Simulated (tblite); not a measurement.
2-propanesulfonic acid, C₃H₈O₃S.
Geometry (GFN2-xTB, Å), atoms numbered from 1 in this order:
```xyz
15
C3H8O3S angstrom
C      0.4251    1.4606   -0.2463
C      0.3958    0.0791    0.3619
C      1.4396   -0.8663   -0.1923
S     -1.2002   -0.6523   -0.0886
O     -1.3944   -1.9095    0.5728
O     -1.3871   -0.5921   -1.5010
O     -2.2266    0.3916    0.6203
H      1.3916    1.9364   -0.0894
H      0.2362    1.3780   -1.3140
H     -0.3526    2.0815    0.1908
H      0.4024    0.0988    1.4497
H      1.3318   -0.9273   -1.2731
H      1.2934   -1.8607    0.2232
H      2.4449   -0.5235    0.0464
H     -2.8043   -0.0863    1.2176
```

Computed values, GFN2-xTB/tblite, gas phase, harmonic and unscaled. Against measured fundamentals such values can be off by several per cent, at times by over 20. One conformer, not necessarily the lowest.

Harmonic wavenumbers (cm⁻¹): 65.9, 139.2, 172.7, 181.2, 184.8, 227.0, 280.3, 317.6, 378.2, 429.6, 456.9, 496.0, 662.1, 727.8, 883.7, 932.5, 949.9, 983.9, 1008.9, 1123.4, 1157.9, 1179.0, 1209.1, 1280.2, 1298.4, 1398.0, 1409.4, 1466.1, 1475.4, 1481.2, 1491.6, 2992.2, 3021.5, 3025.2, 3042.0, 3047.0, 3049.7, 3053.7, 3605.7.

A = 3164, B = 2098, C = 1749 MHz; mass 124.019 u (most abundant isotopes); point group C1, symmetry number 1.

What is the zero-point energy?

Half the sum of the wavenumbers: 25142 cm⁻¹ = 71.89 kcal/mol.

Give the ideal-gas entropy at 298.15 K and 1 bar in the rigid-rotor, harmonic-oscillator model (classical rotation).

Translation 40.39, rotation 27.72, vibration 23.74: S = 91.8 cal/(mol K).

And Cp and H(298.15 K) − H(0)?

Cp = 33.72 cal/(mol K), of which vibrations give 25.77 (their classical limit is 39 R = 77.5); H(298.15 K) − H(0) = 6.32 kcal/mol without the zero-point energy, 3.95 from vibrations.

What must be added to the electronic energy to get the Gibbs energy at 298.15 K and 1 bar?

ZPE + [H(298.15 K) − H(0)] − T·S = 71.89 + 6.32 − 27.38 = 50.83 kcal/mol.

Which modes carry the vibrational entropy at 298.15 K?

65.9 cm⁻¹: 4.27; 139.2 cm⁻¹: 2.81; 172.7 cm⁻¹: 2.41; 181.2 cm⁻¹: 2.32; 184.8 cm⁻¹: 2.28; 227.0 cm⁻¹: 1.90 cal/(mol K); the other 33 give 7.74 together.

Blend soft modes into free rotors: weight 1/[1 + (100 cm⁻¹/ν̃)⁴] for the oscillator and the rest for a rotor with moment μB/(μ + B), μ = h/(8π²ν), B = 10⁻⁴⁴ kg m². What vibrational entropy results?

22.83 cal/(mol K) in place of 23.74, which changes −T·S at 298.15 K by +0.27 kcal/mol.

How do the functions run with temperature in this model?

```tsv
T (K)	S (cal/(mol K))	Cp (cal/(mol K))	H − H(0) (kcal/mol)	G − H(0) (kcal/mol)	ln q(vib)
100	65.0	17.3	1.16	-5.34	0.95
200	79.9	26.3	3.37	-12.61	3.07
300	92.0	33.9	6.38	-21.23	5.31
500	112.6	46.9	14.53	-41.75	9.68
800	137.6	59.5	30.67	-79.43	15.74
1000	151.5	65.1	43.16	-108.38	19.43
```

q(vib) and H(0) count from the zero-point level.

Hindered rotation and anharmonicity are outside this model. Other conformers, if any are populated, would add a mixing term that is left out. The structure is chiral; the term R ln 2 for an equal mix with its mirror image is left out.
